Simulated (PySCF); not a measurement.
Dissociation curve of SH (anion, charge -1), singlet.

Methods: UHF/aug-cc-pVTZ (PySCF); RKS-PBE0 = PySCF with restricted PBE0/aug-cc-pVTZ; UCCSD(T) = CCSD(T) on UHF/aug-cc-pVTZ, 5 core orbitals frozen (PySCF 2.14.0).

Energies relative to the lowest point of each curve near equilibrium, in kcal/mol:

```
R / Å   UHF  RKS-PBE0
-----  ----  --------
1.02   58.2      59.7
1.15   15.5      16.7
1.22    5.2       6.1
1.43    2.3       1.7
1.80   33.1      29.6
2.45   59.1      78.5
2.68   61.3      90.1
2.96   62.7     100.8
3.27   63.5     109.2
3.65   64.0     116.0
4.76   64.4     124.1
5.33   64.4     125.2
```

Task: What does UCCSD(T) give at the same points?

Result: 1.02: 59.7; 1.15: 16.7; 1.22: 6.1; 1.43: 1.6; 1.80: 27.8; 2.45: 72.2; 2.68: 80.8; 2.96: 86.3; 3.27: 88.9; 3.65: 90.3; 4.76: 91.2; 5.33: 91.4 (kcal/mol).

The unrestricted determinant behind UHF, UCCSD(T) is spin-contaminated at 2.00 to 5.33 Å (<S²> up to 1.0, against 0.00 for a pure singlet). Where the anion isn't bound against loss of the electron, the finite basis alone holds it. At the longest distance RKS-PBE0 leaves fractional charges on the fragments, a sign of delocalisation error or of the restricted form. The restricted form behind RKS-PBE0 keeps the bonding electrons paired and can't separate into open-shell fragments.
